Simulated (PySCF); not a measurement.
Input for PySCF:
```python
from pyscf import gto, scf
from pyscf.prop import polarizability

mol = gto.Mole()
mol.atom = '''
    Si   -2.238943    0.462049   -0.027158
    F    -3.042271   -0.597617   -0.917746
    O    -0.697430   -0.010904   -0.117321
    Si    0.844771   -0.471557   -0.131237
    Cl    1.444253   -0.628377    1.769967
    Cl    1.885750    0.940088   -1.089024
    H    -2.683343    0.295341    1.340736
    H    -2.348322    1.748487   -0.682153
    H     0.899899   -1.744019   -0.818802
'''
mol.basis = '6-31g'
mol.charge = 0
mol.spin = 0
mol.verbose = 3
mol.build()

mf = scf.RHF(mol)
mf.kernel()
alpha = mf.Polarizability().polarizability()[2, 2]
print('alpha_zz =', alpha)
```

Q: Estimate the HOMO-LUMO gap that HF/6-31G, polarisability (PySCF) returns for this input.

A: 16.50 eV

Q: Give the dipole moment at the level HF/6-31G, polarisability.

A: 1.08 D

Q: What total energy does HF/6-31G, polarisability give?

A: -1672.859105 Ha

Q: Give the Mulliken (on the basis functions themselves) charges in atom order at the level HF/6-31G, polarisability.

A: Si1 1.68, F2 -0.60, O3 -1.24, Si4 1.38, Cl5 -0.33, Cl6 -0.32, H7 -0.21, H8 -0.21, H9 -0.14

Q: Give the polarisability along z at the level HF/6-31G, polarisability.

A: 52.5 bohr³
